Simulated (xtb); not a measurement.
Si(F)2(I)(OH) (F2HIOSi), SMILES F[Si](F)(I)O. All values are semi-empirical tight-binding results from xtb (GFN2-xTB unless named), good for trends rather than for accurate numbers. The structure is a stationary point at GFN2-xTB. The values are those of a single conformer.

Optimised geometry:

Bond lengths (Å): O1–Si2 1.592, O1–H6 0.954, Si2–F3 1.586, Si2–F4 1.586, Si2–I5 2.405. Bond angles (°): Si2–O1–H6 124.2, O1–Si2–F3 112.2, O1–Si2–F4 112.2, O1–Si2–I5 107.4, F3–Si2–F4 102.3, F3–Si2–I5 111.3, F4–Si2–I5 111.3.
Charge 0, spin multiplicity 1.

The point group as xtb finds it comes out as Cs. The orbital gap is 6.65 eV and the zero-point energy is 12.7 kcal/mol. The G − E(el) at 298.15 K (modified RRHO) is -7.8 kcal/mol and the static polarisability (D4 model) is 76.3 bohr³. The solvation energy, GFN2-xTB/ALPB(water) comes out as -5.5 kcal/mol and the solvation energy, GFN2-xTB/ALPB(methanol) comes out as -5.8 kcal/mol.

Computed atomic charges and the Wiberg bond orders between heavy atoms:
charges (e) O1 -0.44, Si2 0.69, F3 -0.25, F4 -0.25, I5 -0.08, H6 0.33. Bond orders O1–Si2 1.22, Si2–F3 1.08, Si2–F4 1.08, Si2–I5 1.07.
